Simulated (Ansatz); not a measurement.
C7H9O (SMILES Cc1ccc([OH2+])cc1), charge +1, singlet, at a GFN2-xTB geometry. Base run: Ansatz (an electronic-structure program) with PBE/STO-3G.

The Ansatz input:
Ansatz 0.2 input:
```yaml
crystal:
  periodic: [false, false, false]
  atoms:
    - {symbol: C, position_ang: [2.87951788, 0.20566659, 0.42166366]}
    - {symbol: C, position_ang: [1.40826357, 0.10095801, 0.21597349]}
    - {symbol: C, position_ang: [0.71987839, 1.09958188, -0.47152699]}
    - {symbol: C, position_ang: [-0.64445072, 1.01104217, -0.68628767]}
    - {symbol: C, position_ang: [-1.30523065, -0.09810312, -0.20179620]}
    - {symbol: O, position_ang: [-2.75355612, -0.22906971, -0.47044933]}
    - {symbol: C, position_ang: [-0.66932931, -1.10929232, 0.48541880]}
    - {symbol: C, position_ang: [0.69632597, -0.99914869, 0.68833419]}
    - {symbol: H, position_ang: [3.21187229, -0.43385518, 1.23387831]}
    - {symbol: H, position_ang: [3.17135935, 1.23172760, 0.63031576]}
    - {symbol: H, position_ang: [3.39733766, -0.10458254, -0.48607370]}
    - {symbol: H, position_ang: [1.25611675, 1.95835130, -0.84314072]}
    - {symbol: H, position_ang: [-1.16763125, 1.78695379, -1.22369178]}
    - {symbol: H, position_ang: [-3.16875779, 0.65590003, -0.55414266]}
    - {symbol: H, position_ang: [-3.18240640, -0.77713632, 0.22116556]}
    - {symbol: H, position_ang: [-1.21094853, -1.96791192, 0.85156121]}
    - {symbol: H, position_ang: [1.21165585, -1.78111609, 1.22304716]}
basis:
  gaussian:
    orbitals: STO-3G
hamiltonian:
  xc: pbe
total_charge: 1
```

The base run was repeated with changes; each row names its change, and settings that it needs were set with it.

| change | ΔE vs base (kcal/mol) |
|---|---|
| base | 0.000 |
| point_charge = charge:1.0 position_ang:0.4418, 6.5145, 0.5906 | 46.31 |
| final_grid = 4, 8, 17 | ___ |
| forces = on | 0.000 |
| fitting.mean_field = cc-pVTZ-JKFIT | -0.191 |
| lower_state_search = full | 0.000 |
| final_grid = 6, 12, 29 | -0.017 |
| final_grid = 14, 28, 59 | 0.001 |
| fitting.mean_field = def2-universal-JKFIT | ___ |
| point_charge = charge:-1.0 position_ang:-4.2501, -3.2326, -3.3518 | -60.95 |
| accuracy = high | 0.003 |

Q: Some entries are withheld; supply them.

A: 
- final_grid = 4, 8, 17, ΔE vs base (kcal/mol): -0.97
- fitting.mean_field = def2-universal-JKFIT, ΔE vs base (kcal/mol): -1.60
